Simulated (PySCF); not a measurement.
# Core binding energy against partial charge

Compound: C7H13NP (charge +1).
Cartesian coordinates in Å at the PBE0-D3(BJ)/def2-SVP level; atoms count from 1:
```xyz
22
C7H13NP angstrom
C      2.4259    1.0643    0.5275
C      1.8736   -0.2971    0.1260
P      0.0779   -0.3184   -0.0811
N     -0.3431   -1.8258   -0.5825
C     -1.7149   -2.1935   -0.9120
C     -0.7596    0.3649    1.3636
C     -1.3793    1.4946    0.9801
C     -1.2389    1.8330   -0.4610
C     -0.5235    0.9589   -1.1906
H      3.5183    0.9972    0.6230
H      2.0261    1.4006    1.4945
H      2.2037    1.8327   -0.2265
H      2.1065   -1.0691    0.8799
H      2.2864   -0.6458   -0.8354
H      0.2756   -2.5845   -0.3091
H     -2.2943   -2.5088   -0.0302
H     -1.7037   -3.0114   -1.6448
H     -2.2228   -1.3370   -1.3780
H     -0.7389   -0.0528    2.3712
H     -1.9498    2.1358    1.6572
H     -1.6960    2.7353   -0.8759
H     -0.3017    1.0219   -2.2566
```

Binding energies: PySCF 2.14.0, delta-SCF UKS SCAN, pcX-2 on the ionised atom, pcseg-1 elsewhere, spin-free X2C. Charges: PBE0/pcSseg-1 ground-state density, for the ionised atom.

| atom | environment | C 1s (eV) | Mulliken (e) | IAO (e) | Hirshfeld (e) | ESP (e) |
| --- | --- | --- | --- | --- | --- | --- |
| C6 | alkene CH carbon | 294.61 | -0.356 | -0.416 | -0.080 | -0.319 |
| C1 | methyl carbon | 294.76 | -0.275 | -0.416 | -0.099 | -0.083 |
| C7 | alkene CH carbon | 295.29 | -0.015 | -0.093 | +0.012 | -0.074 |
| C2 | sp3 carbon bound to phosphorus | 295.44 | -0.460 | -0.458 | -0.077 | -0.165 |
| C5 | N-methyl carbon | 295.81 | -0.100 | -0.308 | -0.045 | -0.056 |

**Question.** Give the correlation coefficient and slope of binding energy on charge for each scheme.

**Answer.** ESP: r = 0.62, slope 2.8 eV per e; Hirshfeld: r = 0.47, slope 5.3 eV per e; Mulliken: r = 0.38, slope 1.0 eV per e; IAO: r = 0.32, slope 1.1 eV per e. ESP charges have the highest r, on only 5 points.

**Question.** The point-charge model writes a binding energy as kq + V + constant, with V the potential of the other atoms' charges at the site. What does it give with the Hirshfeld charges?

**Answer.** V = Σ 14.40 eV Å × q/r over all other atoms: +7.02 eV at C6, +6.00 eV at C1, +5.08 eV at C7, +7.05 eV at C2, +5.56 eV at C5. Fitting binding energy − V to q gives k = 20.1 eV per e and leaves an rms residual of 0.69 eV, against 0.39 eV for the fit on q alone. The model has no term for differences in relaxation between sites.

The unrestricted hole states depart most from a pure doublet (⟨S²⟩ = 0.75; over 0.85 named) for C 1s of C7/C8 (0.99), which makes this value less certain. The species carries charge +1, so core ionisation leaves charge +2. Isolated species at its PBE0-D3(BJ)/def2-SVP geometry (one conformer only).
